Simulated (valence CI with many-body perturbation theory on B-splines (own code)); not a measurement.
# K¹¹⁺: electric-dipole lines

Level of theory: relativistic CI+MBPT: six valence electrons over a frozen Dirac-Fock core [He], radial functions for each j: 9 s, 9 p, 8 d, 6 f, 3 g, 1 h, with the one-electron correlation potential Σ1 (screened to all orders), the two-electron term Σ2, the three-electron term Σ3, Breit, model QED; selected single and double excitations, second order for the rest, scaled by the run's own slope (own B-spline code, finite nucleus).

No measured spectrum was set against this ion. As an estimate, levels of excited configurations hold to 0.05 to 0.15 % of their energy, terms of the ground configuration to about 0.5 %. Among the levels kept, up to 3300 cm⁻¹ of a level comes from second order outside the variational space, and about a tenth of that is noise between levels of different J, which matters for small intervals.

Lines 151 to 195 of 195 in falling wavelength, among levels below 412.54 eV, chosen from the strongest by gf and those to the six lowest levels. Wavelengths and rates use the calculated energies, so an error of 2000 cm⁻¹ moves a line at 33.97 Å by 0.068 % and its rate by three times that or more. Electric multipoles are in the length gauge, E1 and E2 with the static RPA response of the core. Weak lines are less certain than strong ones. Lines between different terms over intervals too small for the method are left out, as are lines whose strength nearly cancels. The highest levels of a list are the least certain.

| λ vac (Å) | Upper | Lower | A (s⁻¹) | S (a.u.) with core polarisation | S without |
| --- | --- | --- | --- | --- | --- |
| 33.97 | 2s²2p³3s ¹D°_2 | 2s²2p⁴ ¹D_2 | 5.44e+11 | 5.26e-02 | 5.24e-02 |
| 33.55 | 2s²2p³3s ³D°_1 | 2s²2p⁴ ³P_0 | 8.83e+10 | 4.94e-03 | 4.92e-03 |
| 33.50 | 2s²2p³3s ³D°_1 | 2s²2p⁴ ³P_1 | 1.40e+11 | 7.80e-03 | 7.77e-03 |
| 33.49 | 2s²2p³3s ³D°_2 | 2s²2p⁴ ³P_1 | 1.17e+11 | 1.08e-02 | 1.08e-02 |
| 33.49 | 2s²2p³3s ³P°_1 | 2s²2p⁴ ¹D_2 | 1.80e+10 | 1.00e-03 | 9.96e-04 |
| 33.43 | 2s²2p³3s ³P°_2 | 2s²2p⁴ ¹D_2 | 6.20e+10 | 5.71e-03 | 5.69e-03 |
| 33.29 | 2s²2p³3s ³D°_1 | 2s²2p⁴ ³P_2 | 1.09e+10 | 5.96e-04 | 5.94e-04 |
| 33.28 | 2s²2p³3s ³D°_2 | 2s²2p⁴ ³P_2 | 1.23e+11 | 1.12e-02 | 1.11e-02 |
| 33.28 | 2s²2p³3s ¹D°_2 | 2s²2p⁴ ³P_1 | 1.64e+10 | 1.49e-03 | 1.48e-03 |
| 33.26 | 2s²2p³3s ¹P°_1 | 2s²2p⁴ ¹D_2 | 2.84e+11 | 1.55e-02 | 1.54e-02 |
| 33.25 | 2s²2p³3s ³D°_3 | 2s²2p⁴ ³P_2 | 2.35e+11 | 2.98e-02 | 2.97e-02 |
| 33.07 | 2s²2p³3s ¹D°_2 | 2s²2p⁴ ³P_2 | 2.35e+10 | 2.10e-03 | 2.09e-03 |
| 32.87 | 2s²2p³3s ³P°_1 | 2s²2p⁴ ³P_0 | 1.22e+11 | 6.42e-03 | 6.40e-03 |
| 32.85 | 2s²2p³3s ³P°_0 | 2s²2p⁴ ³P_1 | 2.30e+11 | 4.03e-03 | 4.01e-03 |
| 32.82 | 2s²2p³3s ³P°_1 | 2s²2p⁴ ³P_1 | 4.62e+10 | 2.42e-03 | 2.41e-03 |
| 32.76 | 2s²2p³3s ³P°_2 | 2s²2p⁴ ³P_1 | 1.04e+11 | 9.05e-03 | 9.01e-03 |
| 32.65 | 2s²2p³3s ¹P°_1 | 2s²2p⁴ ³P_0 | 3.23e+09 | 1.66e-04 | 1.66e-04 |
| 32.62 | 2s²2p³3s ³P°_1 | 2s²2p⁴ ³P_2 | 5.66e+10 | 2.91e-03 | 2.90e-03 |
| 32.60 | 2s²2p³3d ⁵D°_1 | 2s²2p⁴ ¹S_0 | 1.60e+06 | 8.21e-08 | 8.22e-08 |
| 32.60 | 2s²2p³3s ¹P°_1 | 2s²2p⁴ ³P_1 | 2.18e+08 | 1.12e-05 | 1.11e-05 |
| 32.56 | 2s²2p³3s ³P°_2 | 2s²2p⁴ ³P_2 | 9.17e+10 | 7.81e-03 | 7.78e-03 |
| 32.40 | 2s²2p³3s ¹P°_1 | 2s²2p⁴ ³P_2 | 1.66e+09 | 8.36e-05 | 8.32e-05 |
| 32.20 | 2s²2p³3d ³D°_1 | 2s²2p⁴ ¹S_0 | 1.12e+07 | 5.53e-07 | 5.52e-07 |
| 31.74 | 2s²2p³3d ⁵D°_1 | 2s²2p⁴ ¹D_2 | 1.30e+07 | 6.17e-07 | 6.19e-07 |
| 31.74 | 2s²2p³3d ⁵D°_2 | 2s²2p⁴ ¹D_2 | 4.12e+06 | 3.25e-07 | 3.26e-07 |
| 31.74 | 2s²2p³3d ⁵D°_3 | 2s²2p⁴ ¹D_2 | 3.63e+07 | 4.01e-06 | 4.02e-06 |
| 31.38 | 2s²2p³3d ³D°_2 | 2s²2p⁴ ¹D_2 | 4.90e+09 | 3.73e-04 | 3.74e-04 |
| 31.36 | 2s²2p³3d ³D°_1 | 2s²2p⁴ ¹D_2 | 2.16e+09 | 9.87e-05 | 9.88e-05 |
| 31.35 | 2s²2p³3d ³D°_3 | 2s²2p⁴ ¹D_2 | 6.48e+09 | 6.90e-04 | 6.91e-04 |
| 31.18 | 2s²2p³3d ⁵D°_1 | 2s²2p⁴ ³P_0 | 1.34e+09 | 6.02e-05 | 6.03e-05 |
| 31.14 | 2s²2p³3d ⁵D°_0 | 2s²2p⁴ ³P_1 | 8.40e+09 | 1.25e-04 | 1.25e-04 |
| 31.14 | 2s²2p³3d ⁵D°_1 | 2s²2p⁴ ³P_1 | 2.35e+09 | 1.05e-04 | 1.05e-04 |
| 31.14 | 2s²2p³3d ⁵D°_2 | 2s²2p⁴ ³P_1 | 2.61e+08 | 1.94e-05 | 1.94e-05 |
| 30.96 | 2s²2p³3d ⁵D°_1 | 2s²2p⁴ ³P_2 | 4.96e+09 | 2.18e-04 | 2.18e-04 |
| 30.96 | 2s²2p³3d ⁵D°_2 | 2s²2p⁴ ³P_2 | 5.79e+09 | 4.24e-04 | 4.25e-04 |
| 30.96 | 2s²2p³3d ⁵D°_3 | 2s²2p⁴ ³P_2 | 7.56e+08 | 7.75e-05 | 7.76e-05 |
| 30.81 | 2s²2p³3d ³D°_1 | 2s²2p⁴ ³P_0 | 5.98e+11 | 2.59e-02 | 2.59e-02 |
| 30.80 | 2s²2p³3d ³F°_2 | 2s²2p⁴ ¹D_2 | 3.17e+09 | 2.28e-04 | 2.29e-04 |
| 30.79 | 2s²2p³3d ³D°_2 | 2s²2p⁴ ³P_1 | 6.85e+11 | 4.93e-02 | 4.94e-02 |
| 30.77 | 2s²2p³3d ³D°_1 | 2s²2p⁴ ³P_1 | 4.54e+11 | 1.96e-02 | 1.96e-02 |
| 30.61 | 2s²2p³3d ³D°_2 | 2s²2p⁴ ³P_2 | 3.21e+11 | 2.27e-02 | 2.27e-02 |
| 30.59 | 2s²2p³3d ³D°_1 | 2s²2p⁴ ³P_2 | 3.88e+10 | 1.65e-03 | 1.65e-03 |
| 30.59 | 2s²2p³3d ³D°_3 | 2s²2p⁴ ³P_2 | 1.12e+12 | 1.11e-01 | 1.11e-01 |
| 30.23 | 2s²2p³3d ³F°_2 | 2s²2p⁴ ³P_1 | 3.18e+10 | 2.17e-03 | 2.17e-03 |
| 30.06 | 2s²2p³3d ³F°_2 | 2s²2p⁴ ³P_2 | 2.03e+10 | 1.36e-03 | 1.37e-03 |
